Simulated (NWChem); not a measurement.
System: H2Se2S; SMILES [Se]([SeH])S

NWChem input:

```
start job
memory heap 200 mb stack 900 mb global 1100 mb
geometry units angstroms noautosym nocenter noautoz
  Se    -0.746231     0.584325     0.008868
  S      0.935360     2.016468     0.052056
  H      1.124398     2.106965    -1.285521
  Se     0.225542    -1.535344    -0.038545
  H      0.368370    -1.685141     1.422908
end
basis spherical
  * library def2-svpd
end
dft
  xc xpbe96 cpbe96
  iterations 150
end
property
  response 1 0.0
end
task dft property
```

The geometry was optimised at PBE0/def2-SVP.

Static field.

What results follow from this input? (PBE/def2-SVPD.) Quantities: isotropic polarisability (bohr³); anisotropy (bohr³).


```yaml
isotropic polarisability (bohr³): 86.4
anisotropy (bohr³): 51.4
```
